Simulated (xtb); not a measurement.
HCl₃HfO, charge -1, doublet, at a GFN2-xTB geometry (such geometries of metal compounds can be far from the true shape) (the multiplicity is a formal guess). Base run: GFN0-xTB run with xtb.

Here is a job for xtb.
```
$ xtb mol.xyz --gfn 0 --chrg -1 --uhf 1 --json

# file mol.xyz
6

Hf    -0.13728403     0.09893992     0.02964004
Cl     1.93657247     0.72050589    -0.74415034
Cl     0.44231920    -0.22902000     2.22945528
Cl    -0.79789979    -1.35116414    -1.66772843
O     -1.81935876     0.89921023     0.15511059
H     -2.43754201     0.29717480    -0.27376852
```

The base run was repeated with changes; each row names its change, and settings that it needs were set with it.

```json
[
 {"change": "base", "ΔE vs base (kcal/mol)": "0.000"},
 {"change": "file = coord", "ΔE vs base (kcal/mol)": "0.000"},
 {"change": "etemp = 1000", "ΔE vs base (kcal/mol)": "-0.182"}
]
```
